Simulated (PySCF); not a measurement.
Sn(H)(F)(NH2)2 (FH5N2Sn), SMILES [NH2][SnH]([NH2])[F].

Coordinates come from a B3LYP-D3(BJ)/def2-SVP optimisation. The structure was generated by enumeration; whether it is a known compound was not checked. The def2 effective core potentials stand for the cores of Sn; spin–orbit coupling is left out. Other conformers were not sampled.

Level of theory: IEF-PCM-ωB97X/def2-SVP run with PySCF.

The values are the electrostatic part of the solvation free energy, E(continuum) − E(gas) at the gas-phase geometry, in a cavity of scaled van der Waals radii (PySCF's table); cavitation and dispersion terms are not included. A continuum can't describe solvent molecules that bind to the metal. In vacuum the orbital gap is 11.74 eV. The dipole moment in vacuum is 1.17 D.

Computed values in water (ε = 78.36), 1-octanol (ε = 9.86), chlorobenzene (ε = 5.70):
| solvent | ε | ΔG(elec) (kcal/mol) | dipole (D) | gap (eV) |
|---|---|---|---|---|
| water | 78.36 | -9.8 | 1.36 | 11.84 |
| 1-octanol | 9.86 | -8.5 | 1.35 | 11.82 |
| chlorobenzene | 5.70 | -7.4 | 1.33 | 11.81 |
